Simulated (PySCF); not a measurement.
**Bonding in ZnCl2**

Species: ZnCl2 (singlet state).
Geometry (PBE0-D3(BJ)/def2-SVP, Å), atoms numbered from 1 in this order:
```xyz
3
ZnCl2 angstrom
Zn    -0.0101   -0.0059   -0.0002
Cl    -0.0133   -0.0199    2.0965
Cl     0.0234    0.0257   -2.0964
```

Bond orders from the PBE0/pcSseg-1 (pcSseg-2 on Zn) density (PySCF). Isolated species at its PBE0-D3(BJ)/def2-SVP geometry, gas phase.

(1) Give the Mayer order of every bond, beside its length.

(2) Sum the orders of all bonds at each heavy atom with more than one neighbour.

Answers

(1) 
```json
{"bond": "Zn1–Cl2", "length (Å)": "2.097", "Mayer order": "1.055"}
{"bond": "Zn1–Cl3", "length (Å)": "2.097", "Mayer order": "1.055"}
```

(2) Zn1 2.110. Orders between atoms that aren't bonded are not in these sums.

For a closed shell the Mayer order of atoms A and B is Σ (PS)μν (PS)νμ over the basis functions μ on A and ν on B, with P the density and S the overlap matrix.

The run behind these numbers computed NMR shieldings as well. Hardware: an Arm Neoverse V2 with one thread, on a shared host. Cost: 5.4 s.
